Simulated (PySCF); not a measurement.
CH5Ge2N. Atoms are numbered in the order given.

```xyz
9

C     -1.5804     0.4897     0.0000
N     -1.5457    -0.7875     0.0000
Ge     0.3339    -1.2111     0.0000
Ge     0.2902     1.2562     0.0000
H     -2.5477     1.0297     0.0000
H      0.7258    -2.0148    -1.2602
H      0.7258    -2.0148     1.2602
H      0.7136     2.0643    -1.2525
H      0.7136     2.0643     1.2525
```

Coordinates come from a B3LYP-D3(BJ)/def2-SVP optimisation. The structure was generated by enumeration, and PubChem lists no compound with its InChIKey, so it may never have been made.

The numbers are results of B3LYP/pcSseg-1 (PySCF), not measurements.

GIAO shieldings, no solvent; atoms alike by connectivity are averaged. δ = σ(ref) − σ: ¹³C against TMS (σ = 181.3 ppm); ¹⁵N against NH3 (σ = 265.5 ppm); ⁷³Ge against GeH4 (σ = 1631.8 ppm); ¹H against TMS (σ = 31.68 ppm), references at their B3LYP-D3(BJ)/def2-TZVP geometries, non-relativistic.

Q: Estimate the chemical shifts. (Estimate from the structure and the level; the computed values follow.)

A: 
```csv
nucleus,atoms,count,δ (ppm)
¹³C,C1,1,210.0
¹⁵N,N2,1,570.3
⁷³Ge,Ge3,1,301.7
⁷³Ge,Ge4,1,269.2
¹H,H5,1,10.04
¹H,"H8, H9",2,6.30
¹H,"H6, H7",2,6.21
```
